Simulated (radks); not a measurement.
Values are calculated unless marked as measured or tabulated.
These are the eigenvalues of the occupied orbitals of an atom or ion with whole-number occupations (eV). Code: a radial shooting solver on a logarithmic mesh with Libxc functionals. Model: Dirac Kohn-Sham, PBE, spin-unpolarised, spherical densities, finite nucleus; Fermi nuclear charge, rms radius of each element as measured or else 0.836 A^(1/3) + 0.57 fm.

| orbital | eigenvalue |
|---|---|
| 1s1/2 | -25327.41 |
| 2s1/2 | -3738.147 |
| 2p1/2 | -3474.838 |
| 2p3/2 | -3299.475 |
| 3s1/2 | -694.8667 |
| 3p1/2 | -590.0724 |
| 3p3/2 | -559.1192 |
| 3d3/2 | -373.5561 |
| 3d5/2 | -367.3225 |
| 4s1/2 | -105.3970 |
| 4p1/2 | -72.2295 |
| 4p3/2 | -67.0405 |
| 4d3/2 | -16.7353 |
| 4d5/2 | -16.1118 |
| 5s1/2 | -9.2443 |
| 6s1/2 | -1.5268 |

Which element is it, and in what charge state? The configuration may be excited. Open shells, if any, are shared by 2j + 1.

Answer. Z = 47, silver, charge 0: Ag in [Ar] 3d10 4s2 4p5 4d10 5s1 6s1. The list shows which subshells hold electrons but not how many an open one holds; the 1s level, -930.76 hartree, gives Z - s = 43.1 by -(Z - s)^2/2, which with screening and relativity narrows Z to a few neighbours, and the depths of the outer levels then fix element, charge and occupations together.
